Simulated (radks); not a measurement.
Ionisation of the iron ion Fe+, [Ar] 3d6 4s1, to [Ar] 3d6 as the strength of local exchange is varied. Calculated with a radial shooting solver on a logarithmic mesh with Libxc functionals: non-relativistic Kohn-Sham, Slater X-alpha exchange (alpha = 2/3 is LDA exchange), no correlation, spin-polarised, spherical densities, point nucleus; open shells are filled with parallel spins first.

alpha  E(Fe+) (hartree)  exchange (hartree)  IE (eV)  -e of the level emptied (eV)  <r> of it (bohr)
0.567       -1251.24119           -42.82949   15.362                   11.625 (4s)             2.761
0.667       -1258.81819           -50.69387   16.175                   12.460 (4s)             2.698
0.89        -1275.88207           -68.56101   18.037                   14.413 (4s)             2.568
0.944       -1280.04866           -72.95550   18.499                   14.904 (4s)             2.539
0.974       -1282.36923           -75.40825   18.757                   15.180 (4s)             2.523

NIST Atomic Spectra Database: 16.199 eV (measured). The Delta-SCF value meets it near alpha = 0.67. Open shells are spherical and high-spin; term and fine-structure splittings are not resolved.
